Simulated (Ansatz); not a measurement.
F2In (SMILES [F][In][F]), doublet, geometry from GFN2-xTB (such geometries of metal compounds can be far from the true shape) (the spin is typed, not shown lowest) (all electrons, no relativity); REVPBE/STO-3G (Ansatz, an electronic-structure program).

Input for Ansatz:
Ansatz 0.2 input:
```yaml
crystal:
  periodic: [false, false, false]
  atoms:
    - {symbol: In, position_ang: [0.21583697, 0.08578411, 0.06613032]}
    - {symbol: F, position_ang: [-0.77175682, 1.20938463, -1.45056227]}
    - {symbol: F, position_ang: [-0.40335556, -1.67643143, 1.09051942]}
basis:
  gaussian:
    orbitals: STO-3G
hamiltonian:
  xc: revpbe
magnetization: {spin_polarized: true, initial_magnetization: 1}
```

Q: Predict the main parts of the log of this Ansatz run.

A: 
```
Functional definition: revPBE
503 factors; integrals over basis functions are off by at most 3.7e-5 eV
mean field evaluation 1: about -160027.1994 eV, gradient 2.5e1 eV
mean field evaluation 2: about -159943.9601 eV, gradient 8.7e1 eV
mean field evaluation 4: about -160035.4251 eV, gradient 2.9e0 eV
mean field evaluation 8: about -160035.4567 eV, gradient 1.8e-1 eV
mean field evaluation 16: about -160035.4572 eV, gradient 2.9e-5 eV
mean field -160035.45721209 eV, -5881.1945766153 hartree, gradient 2.1e-5 eV, S^2 0.754060; 3 other end points of the search recorded, 0 dependent functions left out
reference -160035.45723273 eV, -5881.1945773737 hartree; 34, 33 occupied and 3, 4 virtual orbitals, 503 factors
Total energy: -160035.45723273 eV, -5881.1945773737 hartree
```
